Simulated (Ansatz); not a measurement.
`C=[CH][SnH2][F]` + H–F → `[F][SnH2][F]` + ethylene at 700 K and 1 bar (ligand exchange at the Sn–C bond).

Program: Ansatz. Geometries: PBE0-D4/def2-TZVP. ΔE: electronic, gas phase. CCSD(T)/CBS is the MP2 limit (def2-TZVPP, def2-QZVPP) plus CCSD(T) − MP2 in def2-TZVPP, frozen cores. This one scheme is used for every species. Elements past krypton have def2 core potentials. For Sn outer-core shells are correlated without core-valence functions, which leaves a few kJ/mol of doubt a bond. Each species was taken in one conformer, which may not be the lowest.

```
          species  CCSD(T)/CBS energy (Eh)  H − E (kJ/mol)  S (J/(mol·K))
`C=[CH][SnH2][F]`               -392.92056           219.8          442.3
              H–F               -100.39570            45.2          198.5
   `[F][SnH2][F]`               -414.86106            93.1          360.2
            `C=C`                -78.48111           168.9          268.4
```

H − E and S are ideal-gas, rigid-rotor, harmonic terms from PBE0-D4/def2-TZVP, for one conformer and one mirror image of each species. 1 Eh = 2625.50 kJ/mol, R = 8.31446 J/(mol·K).

**Question.** By hand: ΔE, ΔH, ΔS and ΔG.

**Answer.** ΔE = (-414.86106) + (-78.48111) − (-392.92056) − (-100.39570) = -0.02591 Eh = -68.0 kJ/mol. Δ(H − E) = 93.1 + 168.9 − 219.8 − 45.2 = -3.0, so ΔH = -71.0 kJ/mol. ΔS = 360.2 + 268.4 − 442.3 − 198.5 = -12.2 J/(mol·K). ΔG = -71.0 − 700 × (-12.2)/1000 = -62.5 kJ/mol.

**Question.** By hand: the equilibrium constant, and the temperature at which ΔG would vanish if ΔH and ΔS stayed fixed.

**Answer.** log₁₀ K = −ΔG/(RT ln 10) = 4.7. ΔG = 0 at ΔH/ΔS = 5820 K, far beyond where these terms or the molecules hold.

The number of gas molecules stays the same, so ΔS is small and ΔH decides. A doubt of 5 kJ/mol in ΔE shifts log₁₀ K by 0.4 here. Other conformers and mirror images would add mixing entropy, several J/(mol·K) or more a flexible species. These are equilibria of isolated gas molecules and say nothing of rates. Largest T1 diagnostic: 0.014 (customary marks: 0.02 for closed shells, 0.045 for open ones).
